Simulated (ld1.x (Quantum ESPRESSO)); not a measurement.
**u(r) = r·R(r): atom against pseudo-atom (carbon (C))**

Columns: radius, all-electron u(r) and pseudo u(r) of the 2s shell (level -13.61 eV) of carbon in the configuration [He] 2s2 2p2; BLYP, scalar-relativistic, TM scheme, ld1.x (Quantum ESPRESSO) 7.5.

| r (bohr) | all-electron | pseudo |
| --- | --- | --- |
| 0.098 | 0.3316 | -0.0553 |
| 0.195 | 0.3195 | -0.1136 |
| 0.292 | 0.1685 | -0.1789 |
| 0.390 | -0.0280 | -0.2553 |
| 0.488 | -0.2222 | -0.3441 |
| 0.585 | -0.3915 | -0.4429 |
| 0.682 | -0.5309 | -0.5458 |
| 0.780 | -0.6406 | -0.6428 |
| 0.878 | -0.7208 | -0.7209 |
| 0.975 | -0.7741 | -0.7741 |
| 1.072 | -0.8055 | -0.8055 |
| 1.170 | -0.8187 | -0.8187 |
| 1.268 | -0.8171 | -0.8171 |
| 1.365 | -0.8042 | -0.8042 |
| 1.463 | -0.7827 | -0.7827 |
| 1.560 | -0.7551 | -0.7551 |
| 1.658 | -0.7229 | -0.7229 |
| 1.755 | -0.6881 | -0.6881 |
| 1.852 | -0.6517 | -0.6517 |
| 1.950 | -0.6142 | -0.6142 |
| 2.047 | -0.5772 | -0.5772 |
| 2.145 | -0.5402 | -0.5402 |
| 2.242 | -0.5047 | -0.5047 |
| 2.340 | -0.4700 | -0.4700 |
| 2.438 | -0.4368 | -0.4368 |
| 2.535 | -0.4055 | -0.4055 |

Question: How many radial nodes do the two functions have?

Answer: The all-electron 2s function has n − l − 1 = 1; the pseudo-wave has 0, since the states of the same l below it are removed with the core.

Question: At about which radius was the pseudo-wave matched?

Answer: 0.95 bohr, where the columns begin to agree (steps of 0.10 bohr).

Question: Is the pseudo-wave norm-conserving?

Answer: Yes: the TM scheme keeps the norm inside the radius equal to the all-electron one, which fixes the energy derivative of the logarithmic derivative at the level.
